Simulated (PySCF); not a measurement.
C2H4AlClO. Atoms are numbered in the order given.

```xyz
9

Al    -0.1950     0.0417     0.0000
Cl     0.5346     2.0213     0.0000
C      0.9655    -1.4943     0.0000
C      0.4443    -2.7364     0.0000
H      2.0620    -1.4095     0.0000
H      1.0705    -3.6395     0.0000
H     -0.6399    -2.9100     0.0000
O     -1.8671    -0.2463     0.0000
H     -2.5682     0.4100     0.0000
```

Geometry optimised at r2SCAN-D4/def2-SVP. The structure was generated by enumeration; whether it is a known compound was not checked. The values are those of a single conformer.

Level of theory: PBE/pcSseg-1 run with PySCF.

GIAO shieldings, no solvent; atoms listed in one row are averaged. δ = σ(ref) − σ: ³⁵Cl against HCl (σ = 936.5 ppm); ¹³C against TMS (σ = 182.0 ppm); ¹H against TMS (σ = 31.49 ppm); ¹⁷O against H2O (σ = 334.3 ppm), references at their B3LYP-D3(BJ)/def2-TZVP geometries, non-relativistic (without spin–orbit terms, shifts of atoms bonded to Cl or Br come out too high).

Computed chemical shifts:
```csv
nucleus,atoms,count,δ (ppm)
³⁵Cl,Cl2,1,21.0
¹³C,C4,1,158.5
¹³C,C3,1,140.7
¹H,H6,1,7.18
¹H,H7,1,7.10
¹H,H5,1,6.36
¹H,H9,1,2.58
¹⁷O,O8,1,58.7
```
